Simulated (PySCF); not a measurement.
SiFClBr2, SMILES Cl[Si](Br)(Br)F.

Geometry optimised at PBE-D3(BJ)/def2-SVP.

The numbers are results of PBE-D3(BJ)/def2-SVP (PySCF), not measurements.

Frequencies are harmonic and unscaled.

Computed harmonic wavenumbers and intensities:
| mode | ν (cm⁻¹) | IR (km/mol) | moving atoms (share of kinetic energy) |
|---|---|---|---|
| 1 | 106 | 0.1 | Br 70 %, Cl 13 %, F 11 % |
| 2 | 126 | 0.2 | Cl 55 %, Br 28 %, F 15 % |
| 3 | 182 | 1.8 | Cl 34 %, Br 27 %, Si 24 %, F 16 % |
| 4 | 213 | 7.3 | F 63 %, Br 31 % |
| 5 | 229 | 7.1 | F 59 %, Br 21 %, Cl 14 % |
| 6 | 346 | 11.6 | Br 28 %, Cl 26 %, Si 26 %, F 20 % |
| 7 | 518 | 211.4 | Si 84 %, Br 14 % |
| 8 | 596 | 185.0 | Si 68 %, Cl 30 % |
| 9 | 899 | 111.6 | F 55 %, Si 44 % |
